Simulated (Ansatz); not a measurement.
In(NH2Me)H3 (CH₈InN), 11 atoms. Hardware: 4 threads of Intel Xeon on a shared host.

In the def2 sets In takes a core potential; there is no spin–orbit coupling. Correlated methods freeze 6 core orbitals; core or outer-core shells of In are correlated, in sets that lack core-valence functions.

(1) How many basis functions does each of these Ansatz runs have, and roughly what does it cost? r2SCAN-D4/def2-TZVP, charge 0 singlet, energy, from earlier orbitals; MP2/def2-TZVP, charge 0 singlet, energy, from earlier orbitals; PBE-QIDH/def2-TZVP, charge 0 singlet, energy, from earlier orbitals; HF/def2-TZVP, charge 0 singlet, energy, from earlier orbitals; BHLYP-D4/def2-TZVP, charge 0 singlet, energy, from earlier orbitals; r2SCAN-D4/def2-TZVP, charge 1 doublet at the geometry of the charge 0 singlet, energy, from earlier orbitals; r2SCAN-D4/def2-TZVP, charge 0 triplet at the geometry of the charge 0 singlet, energy, from earlier orbitals; PBE0-D4/def2-SVP, charge 1 doublet at the geometry of the charge 0 singlet, energy with a search over starts; PBE0-D4/def2-TZVP, charge 1 doublet at the geometry of the charge 0 singlet, energy, from earlier orbitals; HF/STO-3G, charge 0 singlet, energy; PBE0-D4/def2-SVP, charge 0 singlet, relaxation, 6 steps; PBE-D4/def2-SVP, charge 0 singlet, energy, from earlier orbitals.

Answers

(1) Other jobs shared the machine, so times can vary by a factor of up to 3. A dash marks memory too small to be measured apart from the calling script's.

| run | functions | fitting or Cholesky vectors | wall time | peak host memory (GiB) |
| --- | --- | --- | --- | --- |
| HF/STO-3G, charge 0 singlet, energy | 45 | 618 | 1.1 s | – |
| PBE-D4/def2-SVP, charge 0 singlet, energy, from earlier orbitals | 94 | 1110 | 2.3 s | – |
| HF/def2-TZVP, charge 0 singlet, energy, from earlier orbitals | 160 | 1311 | 3.2 s | – |
| r2SCAN-D4/def2-TZVP, charge 0 singlet, energy, from earlier orbitals | 160 | 1075 | 5 s | – |
| BHLYP-D4/def2-TZVP, charge 0 singlet, energy, from earlier orbitals | 160 | 1267 | 6 s | – |
| PBE-QIDH/def2-TZVP, charge 0 singlet, energy, from earlier orbitals | 160 | 1281 | 10 s | – |
| MP2/def2-TZVP, charge 0 singlet, energy, from earlier orbitals | 160 | 1281 | 10 s | – |
| PBE0-D4/def2-TZVP, charge 1 doublet at the geometry of the charge 0 singlet, energy, from earlier orbitals | 160 | 1168 | 16 s | 0.61 |
| r2SCAN-D4/def2-TZVP, charge 1 doublet at the geometry of the charge 0 singlet, energy, from earlier orbitals | 160 | 1075 | 22 s | – |
| r2SCAN-D4/def2-TZVP, charge 0 triplet at the geometry of the charge 0 singlet, energy, from earlier orbitals | 160 | 1075 | 22 s | – |
| PBE0-D4/def2-SVP, charge 1 doublet at the geometry of the charge 0 singlet, energy with a search over starts | 94 | 1043 | 33 s | – |
| PBE0-D4/def2-SVP, charge 0 singlet, relaxation, 6 steps | 94 | 1125 | 38 s | – |
